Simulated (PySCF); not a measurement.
# Finite-field polarisability of Cl (chlorine, neutral)

[Ne] 3s2 3p5, 2P determinant. All numbers are calculated (PySCF 2.14, scalar relativity by spin-free X2C-1e, in x2c-QZVPPall with one added diffuse shell each of s, p, d, f type (10s7p5d3f1g, 86 functions)). Frozen: [Ne]. Energy changes in a uniform field (μhartree):

```tsv
axis	F (au)	HF	MP2	CCSD	CCSD(T)
x	0.0039	-99.597	-102.094	-101.363	-102.006
x	0.0078	-398.488	-408.501	-405.576	-408.155
y	0.0037	-100.830	-103.944	-102.902	-103.771
y	0.0074	-403.510	-416.003	-411.826	-415.317
```

By symmetry the remaining axis equals y.

Question: Derive α along x at CCSD(T) from the two fields.

Answer: With ΔE = −αF²/2 − γF⁴/24, α = −(16 ΔE(F) − ΔE(2F))/(6F²) = 13.41 bohr³.

Question: And the mean polarisability at each level?

Answer: The components xx, yy, zz at CCSD(T) are 13.41, 15.16, 15.16, the third axis being equal by symmetry to one of the two computed. Means: HF 14.18, MP2 14.60, CCSD 14.46, CCSD(T) 14.58 bohr³. Reference: 14.6 ± 0.1 bohr³ (recommended; Schwerdtfeger and Nagle, table of static dipole polarizabilities (2023 update)).
